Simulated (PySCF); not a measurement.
PySCF input (BP86/def2-SVP):

```python
from pyscf import gto, dft

mol = gto.M(
    atom='''
    Cs   -0.00000000   -0.00000000   -0.98648077
    Cl    0.00000000    0.00000000    3.19155545
    ''',
    basis='def2-svp',
    ecp='def2-svp',
    charge=1,
    spin=1,
    symmetry='C2v',
    verbose=4,
)

mf = dft.UKS(mol, xc='bp86')
mf.grids.level = 3
mf.conv_tol = 1e-9
mf.max_cycle = 100
mf.max_memory = 1500
mf.kernel()
if not mf.converged:
    mf = mf.newton()
    mf.kernel(mf.make_rdm1())
mf.dip_moment()
```

Output:

```
ECP def2-svp not found for  Cl
PySCF version 2.14.0

[INPUT] verbose = 4
[INPUT] num. atoms = 2
[INPUT] num. electrons = 25
[INPUT] charge = 1
[INPUT] spin (= nelec alpha-beta = 2S) = 1
[INPUT] symmetry C2v subgroup None
[INPUT] Mole.unit = angstrom
[INPUT] Symbol           X                Y                Z      unit          X                Y                Z       unit  Magmom
[INPUT]  1 Cs     0.000000000000   0.000000000000  -0.986480770000 AA    0.000000000000   0.000000000000  -1.864178482450 Bohr   0.0
[INPUT]  2 Cl     0.000000000000   0.000000000000   3.191555450000 AA    0.000000000000   0.000000000000   6.031165711863 Bohr   0.0

nuclear repulsion = 19.3785091864905
point group symmetry = Coov, use subgroup C2v
symmetry origin: [0.0000000e+00 0.0000000e+00 7.8738586e-09]
symmetry axis x: [1. 0. 0.]
symmetry axis y: [0. 1. 0.]
symmetry axis z: [0. 0. 1.]
num. orbitals of irrep A1 = 21
num. orbitals of irrep A2 = 3
num. orbitals of irrep B1 = 9
num. orbitals of irrep B2 = 9
number of shells = 18
number of NR pGTOs = 71
number of NR cGTOs = 42
basis = def2-svp
ecp = def2-svp

******** <class 'pyscf.dft.uks_symm.SymAdaptedUKS'> ********
method = SymAdaptedUKS
initial guess = minao
damping factor = 0
level_shift factor = 0
DIIS = <class 'pyscf.scf.diis.CDIIS'>
diis_start_cycle = 1
diis_space = 8
diis_damp = 0
SCF conv_tol = 1e-09
SCF conv_tol_grad = None
SCF max_cycles = 100
direct_scf = True
direct_scf_tol = 1e-13
number electrons alpha = 13  beta = 12
XC library pyscf.dft.libxc version 7.1.2
    S. Lehtola, C. Steigemann, M. J. T. Oliveira, and M. A. L. Marques,  SoftwareX 7, 1–5 (2018)
XC functionals = bp86
    A. D. Becke,  Phys. Rev. A 38, 3098 (1988)
    J. P. Perdew,  Phys. Rev. B 33, 8822 (1986)
    J. P. Perdew,  Phys. Rev. B 34, 7406–7406 (1986)
radial grids:
    Treutler-Ahlrichs [JCP 102, 346 (1995); DOI:10.1063/1.469408] (M4) radial grids

becke partition: Becke, JCP 88, 2547 (1988); DOI:10.1063/1.454033
pruning grids: <function nwchem_prune>
grids dens level: 3
symmetrized grids: C2v
atomic radii adjust function: <function treutler_atomic_radii_adjust>
small_rho_cutoff = 0
Freeze 0 electrons in irreps []
    25 free electrons in irreps A1 A2 B1 B2
Set gradient conv threshold to 3.16228e-05
tot grids = 42592
init E= -476.929146119606
alpha HOMO (B1) = -0.402228140156237  LUMO (A1) = -0.20566501733845
beta  HOMO (B1) = -0.402228140156237  LUMO (B2) = -0.40222814015624

WARN: HOMO -0.402228140156237 >= LUMO -0.40222814015624

WARN: alpha-B1 HOMO -0.402228140156237 > system LUMO -0.40222814015624

WARN: alpha-B2 HOMO -0.40222814015624 > system LUMO -0.40222814015624

WARN: beta-B1 HOMO -0.402228140156237 > system LUMO -0.40222814015624

WARN: beta-B2 LUMO -0.40222814015624 < system HOMO -0.402228140156237

cycle= 1 E= -480.06244125336  delta_E= -3.13  |g|= 0.13  |ddm|= 1.42
alpha HOMO (B1) = -0.432012522608568  LUMO (A1) = -0.182958923651071
beta  HOMO (B1) = -0.416251768348494  LUMO (B2) = -0.41296293687394
  HOMO = -0.416251768348  LUMO = -0.412962936874  gap/eV = 0.08949
cycle= 2 E= -480.075984148969  delta_E= -0.0135  |g|= 0.0433  |ddm|= 0.523
alpha HOMO (B1) = -0.434567864482914  LUMO (A1) = -0.194348710879726
beta  HOMO (B1) = -0.41952897989206  LUMO (B2) = -0.412274934571658
  HOMO = -0.419528979892  LUMO = -0.412274934572  gap/eV = 0.19739
cycle= 3 E= -480.077533666869  delta_E= -0.00155  |g|= 0.00335  |ddm|= 0.136
alpha HOMO (B1) = -0.433700546666559  LUMO (A1) = -0.193927064002253
beta  HOMO (B1) = -0.418913759622257  LUMO (B2) = -0.410424040331945
  HOMO = -0.418913759622  LUMO = -0.410424040332  gap/eV = 0.23102
cycle= 4 E= -480.077539471107  delta_E= -5.8e-06  |g|= 0.00147  |ddm|= 0.00568
alpha HOMO (B1) = -0.43392557123678  LUMO (A1) = -0.193927932369682
beta  HOMO (B1) = -0.419165490115261  LUMO (B2) = -0.410572645536319
  HOMO = -0.419165490115  LUMO = -0.410572645536  gap/eV = 0.23382
cycle= 5 E= -480.077540663081  delta_E= -1.19e-06  |g|= 0.000121  |ddm|= 0.00151
alpha HOMO (B1) = -0.433890663440711  LUMO (A1) = -0.193930291829066
beta  HOMO (B1) = -0.419135099340465  LUMO (B2) = -0.410536028276049
  HOMO = -0.41913509934  LUMO = -0.410536028276  gap/eV = 0.23399
cycle= 6 E= -480.077540671754  delta_E= -8.67e-09  |g|= 1.25e-05  |ddm|= 0.000162
alpha HOMO (B1) = -0.433895259284115  LUMO (A1) = -0.193929875016579
beta  HOMO (B1) = -0.419139542646721  LUMO (B2) = -0.410539523812276
  HOMO = -0.419139542647  LUMO = -0.410539523812  gap/eV = 0.23402
cycle= 7 E= -480.077540671852  delta_E= -9.86e-11  |g|= 4.73e-06  |ddm|= 2.56e-05
alpha HOMO (B1) = -0.433893110531246  LUMO (A1) = -0.193929913855513
beta  HOMO (B1) = -0.419137277681097  LUMO (B2) = -0.410537134321204
  HOMO = -0.419137277681  LUMO = -0.410537134321  gap/eV = 0.23402
Extra cycle  E= -480.077540671858  delta_E= -5.46e-12  |g|= 3.52e-06  |ddm|= 1.17e-05
converged SCF energy = -480.077540671858  <S^2> = 0.75157014  2S+1 = 2.0015695

WARN: System has nonzero charge 1; the dipole moment is origin-dependent.
Location of origin: [0. 0. 0.]

Dipole moment(X, Y, Z, Debye):  0.00000,  0.00000, -3.99805
```

The dipole moment of an ion depends on the origin.
